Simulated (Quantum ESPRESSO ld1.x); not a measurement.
Problem. Radial electron density D(r) = 4 pi r^2 rho(r) of an atom or ion with 25 electrons. Method: scalar-relativistic Kohn-Sham, revPBE, spin-unpolarised, spherical densities, point nucleus; computed with ld1.x of Quantum ESPRESSO 7.5.

```
   r/bohr * D(r) (the largest magnitude, 116, reaches the edge; | marks zero)
 0.001504 |    *
 0.001912 |      *
 0.002431 |         *
  0.00309 |            *
 0.003928 |                 *
 0.004954 |                       *
 0.006298 |                             *
 0.008006 |                                   *
  0.01018 |                                        *
  0.01294 |                                          *
  0.01645 |                                          *
  0.02074 |                                       *
  0.02637 |                                     *
  0.03352 |                                       *
  0.04262 |                                              *
  0.05418 |                                                      *
  0.06832 |                                                      *
  0.08686 |                                             *
   0.1104 |                                    *
   0.1404 |                                    *
   0.1784 |                                        *
    0.225 |                                 *
   0.2861 |                 *
   0.3637 |    *
   0.4623 |*
   0.5877 *
   0.7412 *
```

What is the nuclear charge?

Solution. Z = 68. The innermost maximum, from 1s, lies near gamma/Z bohr with gamma = sqrt(1 - (Z/c)^2) = 0.868, here 0.0128 bohr (found: 0.0139), and its height grows with Z. The density is that of the erbium ion Er43+ in [Ar] 3d7; the configuration itself is not fixed sharply by these data, and Z only to a few units. D(r) has 3 maxima, at r = 0.0139, 0.0616, 0.178 bohr, and minima at 0.0270, 0.124 bohr, inside which lie 1.93, 11.23 electrons.
